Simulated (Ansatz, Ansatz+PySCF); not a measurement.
```xyz
2

O     0.0000    0.0000   -0.7130
O     0.0000    0.0000    0.7130
```

Basis set: STO-3G (spherical functions). Left uncorrelated: 2 orbitals. Charge 0, multiplicity 3.

Computed with Ansatz (development build ahead of 0.2.0); each method stands on the lowest determinant of its kind that the runs found.

The atomization energy at this shape (free ground-state atoms in the same class of orbitals less the molecule, no zero-point energy) of triplet O2:

```csv
method,atomization energy
UHF-CCSD(T),331.0 kJ/mol
UHF-MP2,171.4 kJ/mol
UHF,31.5 kJ/mol
ROHF,28.8 kJ/mol
```

What does PBE0 (unrestricted) give?

463.9 kJ/mol. Caution: the shape is not the minimum. Caution for UHF-CCSD(T), UHF-MP2: large amplitudes, a single reference is doubtful. Caution for UHF-CCSD(T), UHF-MP2, UHF, ROHF: the determinant may break the point group. Caution for UHF-MP2: another reference gives a lower total.

This basis has no polarisation functions and is too small for such energies, which can lie far from measured ones in either direction.
